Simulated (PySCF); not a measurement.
A search over the determinants of AsN

Unrestricted PBE0; As def2-TZVPPD, N def2-TZVPPD; no relativity (PySCF 2.14). Outer shells of the fragments: As 3d10 4s2 4p3; N 2s2 2p3.

Followed along the bond (rough minima from three points):

```json
{"2Ms+1": "1", "unpaired": "none", "⟨S²⟩ at the start": "0.00", "R at minimum (Å)": "1.61", "Te (eV)": "0.00"}
{"2Ms+1": "3", "unpaired": "π ↑↑", "⟨S²⟩ at the start": "2.13", "R at minimum (Å)": "1.77", "Te (eV)": "2.53"}
{"2Ms+1": "5", "unpaired": "π ↑↑↑↑", "⟨S²⟩ at the start": "6.01", "R at minimum (Å)": "none in the scan", "Te (eV)": "≤ 3.60"}
```

Solutions found at the starting distance of 1.830 Å, counted from the lowest of them; the search is not exhaustive and high or unbound solutions are not listed, so other states can lie among these:

```csv
2Ms+1,unpaired,term,E (eV),⟨S²⟩,⟨Lz²⟩,μ (D)
1,none,¹Σ⁺,0.00,0.00,0.00,-3.15
3,π ↑↑,mixed,1.52,2.13,2.02,-2.07
3,π ↑↑,mixed,2.24,2.01,2.01,-2.23
1,π ↑↓,mixed,2.46,1.01,2.05,-2.34
3,"σ ↑, π ↑",³Π,2.60,2.23,1.06,-1.89
5,π ↑↑↑↑,⁵Σ⁺,2.89,6.01,0.00,-0.75
1,"σ ↓, π ↑",mixed,2.90,1.27,1.04,-2.15
5,"σ ↑, π ↑↑↑",⁵Π,3.83,6.01,1.00,-0.98
1,π ↑↑↓↓,mixed,3.85,2.02,4.04,-0.72
3,"σ ↑, π ↑↑↓",mixed,4.54,3.01,3.03,-1.12
```

A term symbol is given only where ⟨S²⟩ and ⟨Lz²⟩ are close to those of a pure state; real π, δ and φ orbitals otherwise mix terms. A positive dipole means As(−)N(+).

**Question.** Compare the gap between the two lowest followed solutions at the starting distance with the gap between their minima.

**Answer.** At PBE0 the second solution (triplet, unpaired electrons π ↑↑) lies +1.52 eV from the first (singlet, closed shell) at 1.830 Å and +2.53 eV at the minima; the two curves relax by different amounts, since their minima lie near 1.77 and 1.61 Å.

Counting both spins, an empty level lies below a filled one in some of these solutions, because spin and occupation are held.
